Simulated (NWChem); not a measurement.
C₂H₄Cl₂Si; SMILES C=C[SiH](Cl)Cl

```xyz
9

Si     0.3906    -0.0487     0.0000
Cl    -0.1066     1.0655     1.6819
Cl    -0.1066     1.0655    -1.6819
C     -0.5510    -1.6502     0.0000
C      0.0869    -2.8380     0.0000
H      1.8667    -0.2904     0.0000
H     -1.6557    -1.6219     0.0000
H      1.1892    -2.9077     0.0000
H     -0.4589    -3.7972     0.0000
```
Atoms are numbered in this order, from 1.

All runs: NWChem. Structure relaxed at the PBE-D3(BJ)/def2-SVP level. Ions are spin-unrestricted doublets at the neutral geometry; other ion states weren't tried.

Question: Predict the results for BHandHLYP/def2-SVPD. Quantities: vertical ionisation energy, ΔSCF (eV); −ε(HOMO) (eV).

Answer: 
```
Quantity                               Value
-------------------------------------  -----
vertical ionisation energy, ΔSCF (eV)  10.50
−ε(HOMO) (eV)                           9.52
```
